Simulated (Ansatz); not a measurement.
```yaml
atoms:
  - { symbol: Al, position_ang: [-0.0462, 0.0166, -0.6765] }
  - { symbol: F, position_ang: [-0.0018, 0.0099, 0.9416] }
```

Basis set: aug-cc-pVDZ (spherical functions). Left uncorrelated: 6 orbitals. Charge 0, multiplicity 1.

Computed with Ansatz (development build ahead of 0.2.0); each method stands on the lowest determinant of its kind that the runs found. Restricted open shells among the atoms or ions are ROHF, correlated in semicanonical orbitals with singles.

**Question.** Give the atomization energy at this shape (free ground-state atoms in the same class of orbitals less the molecule, no zero-point energy) of singlet AlF by RHF-MP2, RHF.

**Answer.**

```tsv
method	atomization energy
RHF-MP2	6.85 eV
RHF	5.18 eV
```
